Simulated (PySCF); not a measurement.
**S: excitation energy**

S [Ne] 3s2 3p4 (3P) → S [Ne] 3s2 3p3 3d1 (5D), as a difference of total energies. All numbers are calculated (PySCF 2.14, the non-relativistic Hamiltonian (point nucleus), in aug-cc-pwCVTZ). Correlated levels: valence and next inner shell: 1s2 frozen. The calculations carry no spin-orbit coupling.

| method | excitation energy (eV) | error (eV) |
| --- | --- | --- |
| UHF | 8.572 | +0.180 |
| MP2 (valence and next inner shell) | 9.138 | +0.746 |
| SCS-MP2 (valence and next inner shell) | 9.325 | +0.933 |
| CCSD (valence and next inner shell) | 9.226 | +0.834 |
| CCSD(T) (valence and next inner shell) | 9.260 | +0.868 |

Reference: 8.392 eV (measured; NIST levels, between the centres of gravity of the two terms).

Errors of the correlated levels include the incompleteness of this basis and the frozen core.

The promoted electron is Rydberg-like, and one or two diffuse shells describe it only roughly, which tends to raise the upper state.
